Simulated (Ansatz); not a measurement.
A CCSD(T) single point on CH5AlOSe.

```yaml
crystal:
  periodic: [false, false, false]
  atoms:
    - {symbol: O, position_ang: [0.225592, 1.242994, -1.412629]}
    - {symbol: C, position_ang: [0.192243, 0.681605, -0.178973]}
    - {symbol: Al, position_ang: [0.865710, -1.136662, 0.195085]}
    - {symbol: Se, position_ang: [-1.621035, -0.540556, 0.051849]}
    - {symbol: H, position_ang: [-0.334327, 2.026727, -1.452085]}
    - {symbol: H, position_ang: [0.023240, 1.394720, 0.631540]}
    - {symbol: H, position_ang: [1.255693, -2.038493, -1.044953]}
    - {symbol: H, position_ang: [1.255573, -1.413797, 1.706815]}
    - {symbol: H, position_ang: [-1.774191, -0.262837, 1.486250]}
basis:
  gaussian: {orbitals: def2-TZVPP}
correlation: {method: ccsd_t}
```

```sh
$ ansatz run in.yaml --threads 4 --pin off --events-out ev --progress --plain --max-ram 10444MiB
```

Log, shortened:

```
Functional definition: HF
1354 factors; integrals over basis functions are off by at most 1.4e-3 eV
mean field evaluation 1: about -75030.6647 eV, gradient 3.1e1 eV
mean field evaluation 2: about -75030.9253 eV, gradient 3.1e1 eV
mean field evaluation 4: about -75033.3780 eV, gradient 3.8e0 eV
mean field evaluation 8: about -75033.4362 eV, gradient 2.7e-1 eV
mean field -75033.43669315 eV, -2757.4279389832 hartree, gradient 2.7e-6 eV, S^2 0.000000; 0 other end points of the search recorded, 0 dependent functions left out
16 core orbitals not correlated: weight in the atoms' cores, before any rotation towards them, 1.000 or more for the frozen orbitals, at most 0.000 for the correlated occupied ones
reference -75033.43669315 eV, -2757.4279389832 hartree; 17, 17 occupied and 189, 189 virtual orbitals, 1354 factors
second order -21.02121290 eV of doubles, -0.00000000 eV of singles
cycle   1  -21.17528651 eV  change   -1.5e-1 eV  update   1.1e-1
cycle   2  -21.76725673 eV  change   -5.9e-1 eV  update   3.3e-2
cycle   3  -21.88960261 eV  change   -1.2e-1 eV  update   1.8e-2
cycle   4  -21.87286547 eV  change    1.7e-2 eV  update   4.6e-3
cycle   5  -21.87208857 eV  change    7.8e-4 eV  update   2.2e-3
cycle   6  -21.87275326 eV  change   -6.6e-4 eV  update   6.6e-4
cycle   7  -21.87234883 eV  change    4.0e-4 eV  update   2.5e-4
cycle   8  -21.87230764 eV  change    4.1e-5 eV  update   7.8e-5
cycle   9  -21.87236198 eV  change   -5.4e-5 eV  update   2.7e-5
cycle  10  -21.87235513 eV  change    6.9e-6 eV  update   1.0e-5
perturbative correction -0.87456380 eV, -0.0321396268 hartree
Total energy: -75056.18361208 eV, -2758.2638728355 hartree
```

Hardware: 4 threads of an Arm Neoverse V2 on a shared host. Wall time 82 s, peak host memory 3.5 GiB.

The correlation energy is -22.747 eV, 3.8 % of it from (T); the T1 diagnostic reads 0.0123.
